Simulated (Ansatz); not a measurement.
(CdS)6 ring (Cd₆S₆), relaxed as a singlet with RKS PBE-D4/def2-SVP in Ansatz, starting from the GFN1-xTB geometry. Force threshold 0.03 eV/Å.

In the def2 sets Cd takes a core potential; there is no spin–orbit coupling.

Start:

```xyz
12

Cd    0.644   -3.479   -0.106
S    -0.349   -4.209    1.915
Cd   -0.852   -2.058    2.765
S    -1.705   -0.299    4.096
Cd   -0.539    1.474    3.047
S     0.535    3.529    2.573
Cd    0.093    3.526    0.248
S    -0.204    4.160   -2.013
Cd   -0.096    1.988   -2.942
S    -0.165    0.169   -4.456
Cd    0.762   -1.454   -3.005
S     1.876   -3.347   -2.122
```

| step | energy (eV) | largest force component (eV/Å) | SCF passes |
| --- | --- | --- | --- |
| 1 | -92360.9484 | 0.337 | 23 |
| 2 | -92361.0672 | 0.077 | 26 |
| 3 | -92361.0906 | 0.063 | 20 |
| 4 | -92361.1304 | 0.055 | 21 |
| 5 | -92361.1644 | 0.067 | 21 |
| 6 | -92361.1940 | 0.085 | 21 |
| 7 | -92361.2211 | 0.085 | 20 |
| 8 | -92361.2410 | 0.081 | 20 |
| 9 | -92361.2466 | 0.106 | 20 |
| 10 (rejected) | -92361.2373 | 0.168 | 20 |
| 11 | -92361.2614 | 0.020 | 20 |
| 12 | -92361.2645 | 0.023 | 20 |
| 13 | -92361.2657 | 0.061 | 20 |
| 14 | -92361.2663 | 0.044 | 21 |
| 15 | -92361.2666 | 0.014 | 21 |

Force components are those of the run's own axes.

End:

```csv
atom,x (Å),y (Å),z (Å)
Cd1,0.991,-3.170,0.199
S2,-0.436,-4.183,1.782
Cd3,-1.317,-2.127,2.536
S4,-2.258,-0.104,3.309
Cd5,-0.385,1.193,2.699
S6,1.503,2.475,2.101
Cd7,0.562,3.278,0.089
S8,-0.333,4.128,-1.921
Cd9,-0.610,1.994,-2.891
S10,-0.937,-0.118,-3.896
Cd11,0.758,-1.167,-2.634
S12,2.462,-2.199,-1.372
```

By distances, no bond broke or formed. The bond that changes most is Cd11–S12, from 2.37 to 2.36 Å (atoms count from 1).

The force fell under the threshold at step 11, but the optimiser went on and released 0.005 eV more. No frequencies were taken in this run, so the end may be a saddle point.

Hardware: 2 threads of AMD EPYC 7R13 on a shared host and a share (18 GiB) of an NVIDIA H100 80GB HBM3. Wall time 65 s, peak host memory 0.95 GiB.
